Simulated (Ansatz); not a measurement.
A nudged elastic band was laid between two geometries of a periodic cell of 17 atoms, Li16F (host Li, host structure bcc, interstitial F).

These are results of Ansatz 0.2.0, DFT PBE, scalar-relativistic, plane waves, PAW, not measurements. Settings: cutoff 420 eV, k mesh 3x3x3, gaussian smearing 0.15 eV, no spin polarisation.

- movable images: 5
- climbing image: yes
- spring: 2.0 to 10.0 eV/Å², energy-weighted
- optimiser: quadratic models (default)
- start path: IDPP
- force threshold: 0.05 eV/Å
- iteration limit: 70
- end points: relaxed

Initial state:

```xyz
17
Lattice="6.9800 0.0000 0.0000 0.0000 6.9800 0.0000 0.0000 0.0000 6.9800" Properties=species:S:1:pos:R:3
Li 0.003 0.124 -0.168
Li 3.493 0.053 0.101
Li 0.003 3.370 -0.167
Li 0.003 -0.134 3.516
Li 1.718 1.746 1.774
Li 3.493 3.440 0.100
Li 3.491 -0.029 3.462
Li 5.268 1.746 1.774
Li 0.003 3.628 3.515
Li 1.610 5.237 1.721
Li 1.801 1.747 5.137
Li 3.491 3.523 3.461
Li 5.376 5.237 1.721
Li 5.183 1.747 5.137
Li 1.870 5.237 5.405
Li 5.118 5.237 5.404
F 0.001 5.236 2.620
```

Final state:

```xyz
17
Lattice="6.9800 0.0000 0.0000 0.0000 6.9800 0.0000 0.0000 0.0000 6.9800" Properties=species:S:1:pos:R:3
Li -0.004 0.024 0.139
Li 3.488 -0.032 0.032
Li -0.005 3.319 -0.122
Li -0.004 0.024 3.352
Li 1.863 1.913 1.746
Li 3.486 3.585 -0.057
Li 3.489 -0.031 3.459
Li 5.107 1.914 1.746
Li -0.005 3.319 3.613
Li 1.605 5.209 1.746
Li 1.796 1.647 5.236
Li 3.486 3.585 3.548
Li 5.367 5.207 1.746
Li 5.178 1.645 5.236
Li 1.708 5.265 5.235
Li 5.264 5.265 5.235
F -0.003 6.104 1.745
```

Task: Which bonds break or form, and what moves?

Result: Contacts lost: Li9–F17. Contacts made: Li1–F17. The atom that moves furthest is F17, by 1.23 Å.

Task: What energy profile does the band end with?

Result: It converged. The highest image is number 3 of 0 to 6, 0.048 eV above the ends, which have the same energy within 2 meV. By the program's own check the climbing image is of a kind that is not told: the force calls were inconclusive, a negative curvature could not be distinguished from the path's own, the only one lies far off the path, or fixed occupations may fill a level only in part (lowest curvatures found: 0.08 and 0.13 eV/Å²). Limits of this set-up: coarse k mesh, odd electron count without spin.

| image | path coordinate (Å) | energy (eV) | Li9–F17 (Å) | Li1–F17 (Å) |
| --- | --- | --- | --- | --- |
| 0 | 0.00 | 0.000 | 1.84 | 3.36 |
| 1 | 0.62 | 0.016 | 1.87 | 2.91 |
| 2 | 0.96 | 0.039 | 1.96 | 2.52 |
| 3 | 1.25 | 0.048 | 2.13 | 2.13 |
| 4 | 1.54 | 0.039 | 2.52 | 1.96 |
| 5 | 1.88 | 0.016 | 2.91 | 1.87 |
| 6 | 2.50 | 0.000 | 3.35 | 1.84 |

Task: What is the geometry of the highest image?

Result: 
```xyz
17
Lattice="6.9800 0.0000 0.0000 0.0000 6.9800 0.0000 0.0000 0.0000 6.9800" Properties=species:S:1:pos:R:3
Li 0.000 -0.175 0.319
Li 3.490 0.167 -0.012
Li -0.001 3.444 -0.045
Li 0.000 -0.182 3.309
Li 1.796 1.842 1.814
Li 3.489 3.405 -0.083
Li 3.490 0.055 3.546
Li 5.183 1.842 1.813
Li 0.000 3.808 3.317
Li 1.878 5.227 1.738
Li 1.545 1.674 5.164
Li 3.490 3.477 3.658
Li 5.097 5.226 1.737
Li 5.435 1.674 5.164
Li 1.797 5.303 5.333
Li 5.183 5.303 5.332
F -0.001 5.459 1.967
```

Run time: 11 min on 2 threads of Arm Neoverse V1 (shared host), peak memory 1.3 GiB.
